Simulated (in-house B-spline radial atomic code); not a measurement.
The numbers below are computed, except where a source is named.
## V in an electron gas of r_s = 1.8: phase shifts, screening and friction

A nucleus sits in a uniform electron gas with a rigid positive background. The Kohn-Sham equations are solved self-consistently in the spin-unpolarised LDA (PW92), non-relativistic, on B-splines with outgoing waves at the boundary and partial waves to l = 8. The model has no lattice, no bands and no magnetic solution. Atomic units; δ_l are the phase shifts at the Fermi level, counted so that each bound state adds π, and good to about 0.0005.

The density parameter is r_s = 1.8 bohr.

```json
{"l": "0", "δ_l (rad)": "8.5237"}
{"l": "1", "δ_l (rad)": "6.0238"}
{"l": "2", "δ_l (rad)": "1.8257"}
{"l": "3", "δ_l (rad)": "0.0402"}
{"l": "4", "δ_l (rad)": "0.0094"}
{"l": "5", "δ_l (rad)": "0.0019"}
{"l": "6", "δ_l (rad)": "0.0002"}
{"l": "7", "δ_l (rad)": "-0.0002"}
{"l": "8", "δ_l (rad)": "-0.0003"}
```

Bound levels below the band bottom (hartree): s -194.3, s -20.88, p -17.5, s -1.705, p -0.8086.

(1) Check the Friedel sum rule, and say where the screening charge sits.

(2) Find the transport cross section and the electronic stopping of a 10 keV V ion (mass 50.94 u).

Answers

(1) k_F = (9π/4)^(1/3)/r_s = 1.06620. The rule is Z = (2/π) Σ (2l + 1) δ_l. The terms are s 5.426, p 11.505, d 5.811, f 0.179 and 0.064 beyond, in all 22.985 against Z = 23. Bound states hold 6 s, 12 p, 0 d electrons, so the scattering states carry 4.99 in all; where a term is smaller than its bound count, the bound level has drawn weight out of the band.

(2) σ_tr = (4π/k_F²) Σ (l + 1) sin²(δ_l − δ_(l+1)). The terms for l = 0 to 3 are 0.3583, 1.5160, 2.8638, 0.0038, all together 4.7422, so σ_tr = 11.054 × 4.7422 = 52.422 bohr². With n = 3/(4π r_s³) = 0.04093, the friction coefficient is Q = n k_F σ_tr = 2.2880. For v well below v_F = 1.066, dE/dx = Q v; with 24801 eV per u at v = 1, v = √(10000/(24801 × 50.94)) = 0.0890, so dE/dx = 0.20356 hartree/bohr = 105 eV/nm. The largest term couples the d and f waves.
